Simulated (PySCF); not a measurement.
## B+: ionisation energy

B+ [He] 2s2 (1S) → B(2+) [He] 2s1 (2S), as a difference of total energies. All numbers are calculated (PySCF 2.14, the spin-free X2C one-electron Hamiltonian (Gaussian nucleus), in x2c-TZVPall). Correlated levels: valence: 1s2 frozen. The calculations carry no spin-orbit coupling.

Order these methods by the ionisation energy they give, lowest first.
A. CCSD (valence)
B. MP2 (valence)
C. TPSS
D. PBE

B (24.412 eV), D (24.606 eV), C (24.656 eV), A (25.065 eV).

Errors of the correlated levels include the incompleteness of this basis and the frozen core.

With two correlated electrons CCSD is exact in that space.

The coupled-cluster amplitudes are large for B+ (T1 above 0.03 or a double amplitude above 0.15), so a single reference is strained.

For comparison: 25.155 eV (measured; NIST Atomic Spectra Database, ionization energies).
